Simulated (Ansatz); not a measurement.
Basis-set extrapolation for C₃H₇Cl₃Si, SMILES `CC(C)[Si](Cl)(Cl)Cl` (PBE0-D4/def2-TZVP geometry, frozen core, Ansatz). Multiplicity 1, RHF reference.

|  | def2-TZVPP | def2-QZVPP |
| --- | --- | --- |
| HF | -1785.384573 | -1785.436891 |
| MP2 correlation | -1.212685 | -1.314983 |
| CCSD(T) correlation | -1.347659 | not run |

Energies in hartree. Use E(X) = E(∞) + A·exp(−7.88·√X) for Hartree–Fock and E(X) = E(∞) + B·X^(−2.97) for correlation, with X = 3 and 4, and add CCSD(T) minus MP2 of the smaller set to the MP2 limit.

**Question.** What is the CCSD(T) energy at the basis-set limit?

**Answer.** HF limit: -1785.436891 + (-0.052318) × 0.13774 = -1785.44410. MP2 limit: -1.314983 + (-0.102298) × 0.74074 = -1.39076. Higher-order term: -1.347659 − (-1.212685) = -0.13497. Total: -1786.96983 hartree, 149.1 kcal/mol below CCSD(T)/def2-TZVPP.
